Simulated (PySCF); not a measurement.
C6H5, SMILES [c]1ccccc1, multiplicity 2.

Geometry: PBE0-D3(BJ)/def2-SVP. The isomer is the one that the SMILES or the coordinates give; other isomers of the formula were not compared.

Method: PBE/def2-TZVP run with PySCF.

| Quantity | Result |
|---|---|
| total energy | -231.33729 hartree |
| point group | C2v |
| α spin, highest occupied and lowest empty level | -5.55 and -1.38 eV |
| β spin, highest occupied and lowest empty level | -6.31 and -3.21 eV |
| dipole moment | 0.91 D |
| quadrupole, principal values (traceless, Buckingham form, about the centre of nuclear charge) | -6.72, 0.22, 6.50 D·Å |
| mean static polarisability | 65.1 bohr³ (9.64 Å³) |
| polarisability, principal values | 38.4, 75.9, 80.9 bohr³ |
| ⟨S²⟩ | 0.756 (pure state 0.75) |
